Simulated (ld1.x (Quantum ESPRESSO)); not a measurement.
# Reading a pseudo-wave (C (Z = 6))

Columns: radius, all-electron u(r) and pseudo u(r) of the 2p shell (level -5.29 eV) of carbon in the configuration [He] 2s2 2p2; PBE, scalar-relativistic, TM scheme, ld1.x (Quantum ESPRESSO) 7.5.

| r (bohr) | all-electron | pseudo |
| --- | --- | --- |
| 0.105 | 0.0514 | 0.0206 |
| 0.210 | 0.1557 | 0.0798 |
| 0.315 | 0.2708 | 0.1702 |
| 0.420 | 0.3782 | 0.2806 |
| 0.525 | 0.4705 | 0.3976 |
| 0.630 | 0.5459 | 0.5081 |
| 0.735 | 0.6056 | 0.6014 |
| 0.840 | 0.6504 | 0.6709 |
| 0.945 | 0.6812 | 0.7150 |
| 1.050 | 0.6998 | 0.7362 |
| 1.155 | 0.7080 | 0.7393 |
| 1.260 | 0.7078 | 0.7304 |
| 1.365 | 0.7007 | 0.7143 |
| 1.470 | 0.6883 | 0.6950 |
| 1.575 | 0.6718 | 0.6742 |
| 1.680 | 0.6523 | 0.6528 |
| 1.785 | 0.6305 | 0.6305 |
| 1.890 | 0.6072 | 0.6072 |
| 1.995 | 0.5829 | 0.5829 |
| 2.100 | 0.5581 | 0.5581 |
| 2.205 | 0.5331 | 0.5331 |
| 2.310 | 0.5083 | 0.5083 |
| 2.415 | 0.4839 | 0.4839 |
| 2.520 | 0.4599 | 0.4599 |
| 2.625 | 0.4366 | 0.4366 |
| 2.730 | 0.4141 | 0.4141 |

Q: How many radial nodes do the two functions have?

A: The all-electron 2p function has n − l − 1 = 0; the pseudo-wave has 0.

Q: At about which radius was the pseudo-wave matched?

A: 1.95 bohr. The columns agree to 0.0005 from 1.78 bohr on; several derivatives are matched, so the curves merge somewhat inside the radius.

Q: Where does each function peak?

A: Outermost all-electron maximum near 1.16 bohr, pseudo maximum near 1.16 bohr (to the table’s step).

Q: Is the pseudo-wave norm-conserving?

A: Yes: the TM scheme keeps the norm inside the radius equal to the all-electron one, which fixes the energy derivative of the logarithmic derivative at the level.
